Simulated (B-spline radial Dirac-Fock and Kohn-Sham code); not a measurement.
Model: Dirac-Fock energy differences between relaxed states, corrected for Breit and QED terms. Program: a radial atomic solver. K edges are those of the screened (neutral excited atom) model, which lie within a few eV to tens of eV of tabulated edges.

An X-ray tube with a tungsten target emits Kα1 at 59314.9 eV and Kβ1 at 67236.1 eV. K edges of lighter neighbours: Tm 59381.7 eV, Yb 61323.6 eV, Lu 63311.5 eV, Hf 65340.0 eV, Ta 67409.2 eV.

Question: Which of these can serve as a Kβ filter, and which fluoresce under Kα1?

Answer: A Kβ filter needs its edge between the two lines: Tm, Yb, Lu, Hf. Kα1 excites none of their K shells.

Values without a named source are computed, but for edge energies of neutral atoms, which are taken from tables.
